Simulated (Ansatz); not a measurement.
Wavefunction ladder for Ge₃H₁₄Si₃, SMILES `[SiH3][SiH2][GeH2][GeH2][GeH2][SiH3]`

```xyz
20

Si    0.7820    2.1602    1.4226
Si    2.1163    0.2415    1.3399
Ge    1.8662   -0.9519   -0.7077
Ge   -0.1214   -2.3435   -0.6673
Ge   -2.0447   -1.0215   -0.0055
Si   -2.1767    0.9149   -1.3811
H    -0.6615    1.8041    1.3941
H     1.0797    3.0323    0.2554
H     1.0533    2.9217    2.6717
H     3.5398    0.6515    1.5034
H     1.7673   -0.6632    2.4712
H     1.7612    0.0436   -1.8787
H     3.1061   -1.8337   -0.9547
H     0.0936   -3.5053    0.3210
H    -0.3642   -2.9447   -2.0650
H    -3.3350   -1.8541   -0.1261
H    -1.8777   -0.6245    1.4728
H    -2.6339    0.5188   -2.7398
H    -3.1202    1.9199   -0.8248
H    -0.8301    1.5340   -1.5015
```

The species carries charge 0 and has multiplicity 1. Correlated methods include outer-core shells of Ge, which these sets cover unevenly. Scalar relativity is left out up to krypton. The structure was optimised at the PBE0-D4/def2-TZVP level. It is one conformer, not always the lowest. Frozen core, restricted reference, Ansatz 0.2.0.

```json
{"basis": "def2-SVP", "HF (Eh)": "-7099.99297", "MP2 corr.": "-1.01653", "CCSD corr.": "-1.10154", "(T)": "-0.03329", "CCSD(T) total": "-7101.12780"}
{"basis": "def2-TZVPP", "HF (Eh)": "?", "MP2 corr.": "?", "CCSD corr.": "?", "(T)": "-0.04719", "CCSD(T) total": "?"}
{"basis": "def2-QZVPP", "HF (Eh)": "?", "MP2 corr.": "-1.99726", "CCSD corr.": "–", "(T)": "–", "CCSD(T) total": "–"}
```

Fill in the withheld values. (Estimate.)

Computed: def2-TZVPP HF (Eh): -7101.09398; def2-TZVPP MP2 corr.: -1.17744; def2-TZVPP CCSD corr.: -1.26903; def2-TZVPP CCSD(T) total: -7102.41020; def2-QZVPP HF (Eh): -7101.24584.
